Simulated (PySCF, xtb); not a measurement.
B(H)(Me)(SH) (CH₅BS), SMILES CBS.

Geometry: PBE0-D3(BJ)/def2-TZVP. The values are those of a single conformer.

Calculation: IEF-PCM-M06-2X/def2-SVP (PySCF 2.14.0).

The values are the electrostatic part of the solvation free energy, E(continuum) − E(gas) at the gas-phase geometry, in a cavity of scaled van der Waals radii (PySCF's table); cavitation and dispersion terms are not included. In vacuum the orbital gap is 9.50 eV. The dipole moment in vacuum is 0.65 D.

Computed values in water (ε = 78.36), ethylethanoate (ε = 5.99), diethylether (ε = 4.24):
```json
[
 {"solvent": "water", "ε": "78.36", "ΔG(elec) (kcal/mol)": "-1.7", "dipole (D)": "0.88", "gap (eV)": "9.55"},
 {"solvent": "ethylethanoate", "ε": "5.99", "ΔG(elec) (kcal/mol)": "-1.3", "dipole (D)": "0.82", "gap (eV)": "9.54"},
 {"solvent": "diethylether", "ε": "4.24", "ΔG(elec) (kcal/mol)": "-1.2", "dipole (D)": "0.79", "gap (eV)": "9.54"}
]
```

For comparison, GFN2-xTB/ALPB(water) (xtb, at the GFN2-xTB geometry, all terms of that model) gives -0.8 kcal/mol.
